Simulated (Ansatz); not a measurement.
Ansatz results at the PBE0-D4/def2-TZVP geometry: HOMO–LUMO gap (ωB97M-V/def2-TZVPP) 10.95 eV; zero-point energy (PBE0-D4/def2-TZVP) 10.4 kJ/mol; LUMO energy (ωB97M-V/def2-TZVPP) -0.21 eV.

Task: Which molecule gave them?
A. `C[NH][Hf]([OH])([Cl])[Cl]`
B. `O=C=[N][Hf]([Cl])([Cl])[Cl]`
C. `[OH][Hf]([F])([F])[SeH]`
D. `[Cl][Hf]([Cl])([Br])[Br]`

Result: D. The others give `C[NH][Hf]([OH])([Cl])[Cl]`: 10.58, 179.3, 1.03; `[OH][Hf]([F])([F])[SeH]`: 10.03, 62.4, 0.60; `O=C=[N][Hf]([Cl])([Cl])[Cl]`: 11.53, 44.3, -0.03.
